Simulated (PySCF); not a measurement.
## Zn²⁵⁺ (zinc, charge +25) across methods

[He] 2s2 2p1, 2P determinant. Calculation: PySCF 2.14, in an uncontracted even-tempered set (17 s from 6 bohr⁻², ratio 2.2; 11 p from 7.8 bohr⁻², ratio 2.2; 6 d from 33 bohr⁻², ratio 2.4; 5 f from 49 bohr⁻², ratio 2.4; 4 g from 73 bohr⁻², ratio 2.4); no relativity, point nucleus.

| method | E (hartree) | mean ε 2s α (eV) | mean ε 2s β (eV) | mean ε 2p α (eV) | Σ⟨r²⟩ (bohr²) | ⟨S²⟩ |
| --- | --- | --- | --- | --- | --- | --- |
| UHF | -1169.19204 | -2526.3 | -2503.1 | -2463.8 | 0.1522 | 0.750 |
| PBE | -1169.123 | -2474.4 | -2462.4 | -2404.3 | 0.1522 | 0.750 |
| PBEsol | -1168.061 | -2472.9 | -2460.5 | -2402.0 | 0.1523 | 0.750 |
| PBE0 | -1169.175 | -2487.7 | -2473.0 | -2419.4 | 0.1522 | 0.750 |
| LDA | -1166.586 | -2471.4 | -2458.7 | -2399.9 | 0.1525 | 0.750 |
| r2SCAN | -1169.257 | -2479.0 | -2464.9 | -2411.0 | 0.1522 | 0.750 |

Problem. Estimate the same row for r2SCANh.

Solution. E (hartree) = -1169.266; mean ε 2s α (eV) = -2483.8; mean ε 2s β (eV) = -2468.9; mean ε 2p α (eV) = -2416.3; Σ⟨r²⟩ (bohr²) = 0.1522; ⟨S²⟩ = 0.750.
